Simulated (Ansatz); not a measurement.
Spectroscopic constants of GaMo, multiplicity 6 (lowest of 2S+1 = 2, 4, 6, 8 at CCSD(T)/def2-TZVPP on PBE0 minima; our sources give no spin for the ground state, which may be another). No spin–orbit coupling. Ga is treated without relativity.

The constants come from a fifth-degree fit in 1/R (seven points, main isotopes). Runs in def2 and cc sets follow the lowest solution found near the PBE0 minimum.

The values were computed with Ansatz (Gaussian orbitals).  In def2 rows elements past Kr take small-core potentials, without spin–orbit coupling.

Energies at CAM-B3LYP/def2-TZVPP:

| R (Å) | E (hartree) |
|---|---|
| 2.540614 | -1993.01805812 |
| 2.608910 | -1993.02018643 |
| 2.671742 | -1993.02117642 |
| 2.742770 | -1993.02142202 |
| 2.813798 | -1993.02094866 |
| 2.895754 | -1993.01973196 |
| 2.991368 | -1993.01766362 |

### Question
With a reduced mass of 40.4492 u, find the minimum, the force constant and the constants.

### Answer
A fifth-degree polynomial in 1/R puts the minimum at r_e = 2.7287 Å with force constant 65.2 N/m. Then ω_e = (1/2πc)√(k/μ) = 165 cm⁻¹ and B_e = h/(8π²cμr_e²) = 0.05597 cm⁻¹; the cubic and quartic terms give α_e = 0.00027 and ω_e x_e = 0.57 cm⁻¹.

Doubts at one or more of the structures used: a spin-contaminated determinant (CAM-B3LYP/def2-TZVPP).

Ansatz is a quantum-chemistry and plane-wave program.
